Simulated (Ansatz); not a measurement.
Cost and result for the atomization energy of BFH$_{4}$SSi, SMILES `FB[SiH2]S` (8 atoms, 7 bonds).

Z-matrix (Å, degrees):
```
Si
B 1 2.029
S 1 2.154 2 104.1
H 1 1.485 2 112.4 3 -111.9
H 1 1.488 2 114.9 3 122.0
F 2 1.323 1 119.8 3 -90.5
H 2 1.202 1 123.4 3 84.1
H 3 1.344 1 94.7 2 61.0
```

The species carries charge 0 and has multiplicity 1. The geometry is a stationary point of PBE0-D4/def2-TZVP. It is one conformer, not always the lowest. Program: Ansatz. All runs use 2 threads of an Arm Neoverse V1 on a shared host. Times are those of one run each, without the atoms' runs, and a repeat can differ threefold. Electronic energies, without spin–orbit coupling; frozen cores. CCSD(T)/CBS adds CCSD(T) − MP2 in def2-TZVPP to the MP2 limit, and its time is that of the two runs behind it. T1 = 0.014.

CCSD(T)/CBS is a level of theory with its own doubt, some kJ/mol a heavy atom from the limit and from the frozen cores, so smaller differences don't rank the functionals.

```
                             level  functions  wall time
            LDA (SPW92)/def2-TZVPP        202      1.9 s
                BLYP-D4/def2-TZVPP        202      2.7 s
              revPBE-D4/def2-TZVPP        202      2.8 s
                  CCSD(T)/def2-SVP         84      2.9 s
   PBE-D4/def2-TZVPP (with forces)        202      3.4 s
                PBE0-D4/def2-TZVPP        202      3.6 s
               BHLYP-D4/def2-TZVPP        202        4 s
           CAM-B3LYP-D4/def2-TZVPP        202      4.4 s
                 B2PLYP/def2-TZVPP        202      6.5 s
r2SCAN-D4/def2-TZVPP (with forces)        202        7 s
                    MP2/def2-QZVPP        374       24 s
                CCSD(T)/def2-TZVPP        202       83 s
                 CCSD(T)/CBS(def2)          –      110 s
```

Question: What atomization energy does each give, and how far from CCSD(T)/CBS? (Estimate.)

Answer: Computed: 
| level | atomization (kcal/mol) | difference from CCSD(T)/CBS | per bond |
| --- | --- | --- | --- |
| LDA (SPW92)/def2-TZVPP | 714.4 | 84.3 | 12.0 |
| BLYP-D4/def2-TZVPP | 627.6 | -2.5 | -0.4 |
| revPBE-D4/def2-TZVPP | 623.3 | -6.8 | -1.0 |
| CCSD(T)/def2-SVP | 589.6 | -40.5 | -5.8 |
| PBE-D4/def2-TZVPP (with forces) | 637.2 | 7.1 | 1.0 |
| PBE0-D4/def2-TZVPP | 628.7 | -1.4 | -0.2 |
| BHLYP-D4/def2-TZVPP | 616.7 | -13.4 | -1.9 |
| CAM-B3LYP-D4/def2-TZVPP | 632.8 | 2.7 | 0.4 |
| B2PLYP/def2-TZVPP | 623.2 | -6.9 | -1.0 |
| r2SCAN-D4/def2-TZVPP (with forces) | 635.0 | 4.9 | 0.7 |
| MP2/def2-QZVPP | 632.2 | 2.1 | 0.3 |
| CCSD(T)/def2-TZVPP | 613.2 | -16.9 | -2.4 |
| CCSD(T)/CBS(def2) | 630.1 | 0.0 | 0.0 |

The D4 term adds +6.2 kcal/mol with B3LYP and +3.2 kcal/mol with PBE0; it sums over pairs of atoms, weighted by their polarisabilities, and B3LYP, whose exchange is more repulsive, gets the larger term. In def2-TZVPP, CCSD(T) changes the Hartree–Fock value by +136.1 kcal/mol (the triples alone add +8.3 kcal/mol) and MP2 by +145.1 kcal/mol; breaking electron pairs costs correlation energy, which Hartree–Fock lacks. At CCSD(T), def2-SVP lies −40.5 kcal/mol from the extrapolated value and def2-TZVPP −16.9 kcal/mol: correlation converges slowly with the basis, and small sets miss more of it in the bonded molecule than in its fragments.

B3LYP here is the variant with VWN-RPA as its local correlation; programs differ in this.
